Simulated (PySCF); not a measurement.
SCF from a fresh guess for triplet Cd2O, at the PBE0 minimum. PySCF input:

```python
from pyscf import gto, scf, dft
mol = gto.M(atom='''
O      1.090880    -0.000000     0.000000
Cd    -0.076590    -1.701920    -0.000000
Cd    -0.076590     1.701920    -0.000000''',
    basis={'O': 'def2-TZVP', 'Cd': 'def2-TZVP'},
    ecp={'Cd': 'def2-TZVP'},
    charge=0, spin=2)
mf = dft.UKS(mol, xc='PBE0')
mf.grids.atom_grid = (50, 194)
aux = {'O': 'def2-universal-JKFIT', 'Cd': 'def2-universal-JKFIT'}
mf = mf.density_fit(auxbasis=aux)
mf.conv_tol = 1e-08
mf.diis_space = 10
mf.max_cycle = 60
mf.init_guess = 'minao'
mf.verbose = 4
mf.kernel()
```

Excerpt of the output (cycles alone):

```
init E= -385.802638853075
cycle= 1 E= -408.040492932719  delta_E= -22.2  |g|= 3.15  |ddm|= 5.93
cycle= 2 E= -392.179234816014  delta_E= 15.9  |g|= 6.94  |ddm|= 7.96
cycle= 3 E= -410.422177871017  delta_E= -18.2  |g|= 0.638  |ddm|= 6.78
cycle= 4 E= -408.761551303572  delta_E= 1.66  |g|= 1.91  |ddm|= 1.91
cycle= 5 E= -410.638351334899  delta_E= -1.88  |g|= 0.061  |ddm|= 1.28
cycle= 6 E= -410.640170357085  delta_E= -0.00182  |g|= 0.0609  |ddm|= 0.186
cycle= 7 E= -410.641645338538  delta_E= -0.00147  |g|= 0.0295  |ddm|= 0.0363
cycle= 8 E= -410.641994299801  delta_E= -0.000349  |g|= 0.0158  |ddm|= 0.0188
cycle= 9 E= -410.642152732302  delta_E= -0.000158  |g|= 0.00234  |ddm|= 0.0214
cycle= 10 E= -410.642160048159  delta_E= -7.32e-06  |g|= 0.00106  |ddm|= 0.00591
cycle= 11 E= -410.64216220681  delta_E= -2.16e-06  |g|= 0.000198  |ddm|= 0.00465
cycle= 12 E= -410.642162278447  delta_E= -7.16e-08  |g|= 5.17e-05  |ddm|= 0.000904
cycle= 13 E= -410.64216228068  delta_E= -2.23e-09  |g|= 2.39e-05  |ddm|= 0.000102
Extra cycle  E= -410.642162280792  delta_E= -1.12e-10  |g|= 4.16e-05  |ddm|= 6.54e-05
converged SCF energy = -410.642162280792  <S^2> = 2.025695  2S+1 = 3.0170814
```

No lower solution of this spin was found from smeared starts or by a stability analysis within the unrestricted form.

The search for the lowest solution, 3 starts and the stability check together, took 13 s on 4 threads of a shared Arm Neoverse V1 host, with 111 basis functions; the process peaked at 0.43 GiB. Launch command: `OMP_NUM_THREADS=4 python axn.py task.json out`.
